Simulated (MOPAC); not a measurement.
MOPAC input (AM1):

```
AM1 FORCE THERMO(298,298) PRECISE LET CHARGE=-1 GEO-OK AUX(PRECISION=9) THREADS=1
H3GeSi

Si   -1.49706487 1    0.13468610 1   -0.03054289 1
Ge    0.66149325 1   -0.01574083 1    0.01565976 1
H    -1.91262952 1   -1.27574877 1   -0.11060807 1
H     1.35289690 1   -1.37836682 1   -0.03453314 1
H     1.45595576 1    1.28513335 1    0.09972336 1
```

From the output:

```
     H    5   0.087449   2.385549   0.015332   0.084836   2.308916

          HEAT OF FORMATION =      26.027888 KCALS/MOLE

          ZERO POINT ENERGY      12.280 KCAL/MOL

           NORMAL COORDINATE ANALYSIS (Total motion = 1 Angstrom)

   Root No.       1         2         3         4         5         6         7         8

                 1 A"      1 A'      2 A'      2 A"      3 A'      4 A'      5 A'      6 A'

                 269.0     269.9     313.0     444.1     534.3     609.7    1960.2    2005.2

           1   -0.0000   -0.0169    0.2383    0.0000    0.0135   -0.0281    0.0011   -0.0001
           2    0.0000    0.0190    0.0009   -0.0000    0.0002   -0.0290    0.0001    0.0003
           3   -0.0190    0.0000    0.0000    0.0128    0.0000   -0.0000    0.0000    0.0000
           4   -0.0000    0.0044   -0.0906   -0.0000   -0.0157   -0.0014   -0.0071    0.0000
           5    0.0000   -0.0135   -0.0026    0.0000    0.0007    0.0096   -0.0004   -0.0121
           6   -0.0002   -0.0000   -0.0000   -0.0176   -0.0000    0.0000   -0.0000   -0.0000
           7    0.0000    0.0697    0.2635   -0.0000   -0.0416    0.8075    0.0010   -0.0018
           8   -0.0000    0.0387    0.0141    0.0000   -0.0110    0.1624   -0.0042   -0.0028
           9    0.4726   -0.0000   -0.0000   -0.0286   -0.0000    0.0000    0.0000   -0.0000
          10   -0.0000   -0.3503   -0.3231    0.0000    0.4143    0.0961    0.2658    0.2363
          11    0.0000    0.1958    0.1236   -0.0000   -0.2567   -0.0447    0.4452    0.4029
          12   -0.2205   -0.0000    0.0000    0.4933   -0.0000   -0.0000    0.0000   -0.0000
          13    0.0000    0.4334   -0.0546    0.0000    0.3866   -0.0201    0.2158   -0.2354
          14   -0.0000    0.2045    0.0278   -0.0000    0.2108    0.0021   -0.4163    0.4605
          15    0.2878    0.0000    0.0000    0.4477    0.0000    0.0000   -0.0000    0.0000

   Root No.       9

                 7 A'

                2184.5

           1    0.0069
           2   -0.0333
           3   -0.0000
           4    0.0003
           5   -0.0001
           6    0.0000
           7   -0.2142
           8    0.9328
           9    0.0000
          10    0.0031
          11    0.0060
          12   -0.0000
          13   -0.0004
          14   -0.0018
          15    0.0000

           MASS-WEIGHTED COORDINATE ANALYSIS (NORMAL COORDINATES)

   Root No.       1         2         3         4         5         6         7         8

                 1 A"      1 A'      2 A'      2 A"      3 A'      4 A'      5 A'      6 A'

                 269.0     269.9     313.0     444.1     534.3     609.7    1960.2    2005.2

           1   -0.0000   -0.1364    0.8176    0.0000    0.1051   -0.1719    0.0084   -0.0007
           2    0.0000    0.1533    0.0030   -0.0000    0.0018   -0.1779    0.0010    0.0025
           3   -0.1657    0.0000    0.0000    0.0985    0.0000   -0.0000    0.0000    0.0000
           4    0.0000    0.0574   -0.4998   -0.0000   -0.1979   -0.0139   -0.0862    0.0006
           5   -0.0000   -0.1743   -0.0145    0.0000    0.0088    0.0943   -0.0048   -0.1455
           6   -0.0023   -0.0000   -0.0000   -0.2178   -0.0000    0.0000   -0.0000   -0.0000
           7    0.0000    0.1064    0.1713   -0.0000   -0.0616    0.9373    0.0014   -0.0025
           8   -0.0000    0.0591    0.0092    0.0000   -0.0162    0.1885   -0.0060   -0.0040
           9    0.7824   -0.0000   -0.0000   -0.0417   -0.0000    0.0000    0.0000   -0.0000
          10   -0.0000   -0.5345   -0.2100    0.0000    0.6134    0.1116    0.3788    0.3355
          11    0.0000    0.2988    0.0804   -0.0000   -0.3800   -0.0519    0.6344    0.5720
          12   -0.3651    0.0000    0.0000    0.7184   -0.0000   -0.0000    0.0000   -0.0000
          13    0.0000    0.6612   -0.0355    0.0000    0.5724   -0.0233    0.3075   -0.3341
          14   -0.0000    0.3120    0.0181   -0.0000    0.3121    0.0025   -0.5933    0.6538
          15    0.4765    0.0000    0.0000    0.6520    0.0000    0.0000   -0.0000    0.0000

   Root No.       9

                 7 A'

                2184.5

           1    0.0376
           2   -0.1806
           3   -0.0000
           4    0.0022
           5   -0.0011
           6    0.0000
           7   -0.2200
           8    0.9579
           9    0.0000
          10    0.0032
          11    0.0062
          12   -0.0000
          13   -0.0004
          14   -0.0018
          15    0.0000

          DESCRIPTION OF VIBRATIONS

 VIBRATION          1    1A"         ATOM PAIR     ENERGY CONTRIBUTION    RADIAL
 FREQUENCY           269.00         Si1 -- H 3         +44.4% ( 64.6%)      0.0%
 TRANSITION DIPOLE   0.0992         Ge2 -- H 5         +33.7% ( 56.3%)      0.0%
 TRAVEL (Ang.)       0.7313         Ge2 -- H 4         +21.7% ( 45.2%)      0.0%
 REDUCED MASS        0.4688         Si1 -- Ge2          +0.2% (  3.8%)      0.0%
 EFFECTIVE MASS      1.2727
 FORCE CONSTANT      0.0200

 VIBRATION          2    1A'         ATOM PAIR     ENERGY CONTRIBUTION    RADIAL
 FREQUENCY           269.93         Ge2 -- H 5         +48.0% (108.8%)      3.9%
 TRANSITION DIPOLE   0.4784         Ge2 -- H 4         +43.2% (103.3%)      1.9%
 TRAVEL (Ang.)       0.6668         Si1 -- Ge2          +5.8% ( 37.9%)     25.9%
 REDUCED MASS        0.5619         Si1 -- H 3          +3.0% ( 27.4%)     30.8%
 EFFECTIVE MASS      6.2581
 FORCE CONSTANT      0.0241

 VIBRATION          3    2A'         ATOM PAIR     ENERGY CONTRIBUTION    RADIAL
 FREQUENCY           313.03         Si1 -- Ge2         +59.8% (108.0%)    100.0%
 TRANSITION DIPOLE   0.4488         Si1 -- H 3         +26.3% ( 71.7%)      5.1%
 TRAVEL (Ang.)       0.1123         Ge2 -- H 4          +7.3% ( 37.6%)     56.9%
 REDUCED MASS       17.0886         Ge2 -- H 5          +6.7% ( 36.1%)     15.8%
 EFFECTIVE MASS     43.8970
 FORCE CONSTANT      0.9865

 VIBRATION          4    2A"         ATOM PAIR     ENERGY CONTRIBUTION    RADIAL
 FREQUENCY           444.11         Ge2 -- H 4         +56.4% ( 58.5%)      0.0%
 TRANSITION DIPOLE   0.9550         Ge2 -- H 5         +42.9% ( 51.0%)      0.0%
 TRAVEL (Ang.)       0.4963         Si1 -- Ge2          +0.6% (  5.8%)      0.0%
 REDUCED MASS        0.6165         Si1 -- H 3          +0.2% (  3.2%)      0.0%
 EFFECTIVE MASS      1.9669
 FORCE CONSTANT      0.0716

 VIBRATION          5    3A'         ATOM PAIR     ENERGY CONTRIBUTION    RADIAL
 FREQUENCY           534.31         Ge2 -- H 4         +55.6% ( 61.8%)      0.8%
 TRANSITION DIPOLE   1.1184         Ge2 -- H 5         +40.1% ( 52.5%)      1.1%
 TRAVEL (Ang.)       0.4704         Si1 -- Ge2          +2.8% ( 13.9%)     99.9%
 REDUCED MASS        0.5704         Si1 -- H 3          +1.5% ( 10.3%)      1.2%
 EFFECTIVE MASS      2.4840
 FORCE CONSTANT      0.0959

 VIBRATION          6    4A'         ATOM PAIR     ENERGY CONTRIBUTION    RADIAL
 FREQUENCY           609.74         Si1 -- H 3         +96.8% ( 97.9%)      1.0%
 TRANSITION DIPOLE   0.8586         Si1 -- Ge2          +2.1% ( 14.3%)     25.2%
 TRAVEL (Ang.)       0.3406         Ge2 -- H 4          +1.0% ( 10.1%)     10.1%
 REDUCED MASS        0.9535         Ge2 -- H 5          +0.1% (  3.5%)     69.8%
 EFFECTIVE MASS      2.1451
 FORCE CONSTANT      0.2089

 VIBRATION          7    5A'         ATOM PAIR     ENERGY CONTRIBUTION    RADIAL
 FREQUENCY          1960.18         Ge2 -- H 4         +55.0% ( 74.7%)     99.2%
```

The dipole moment of an ion depends on the origin.
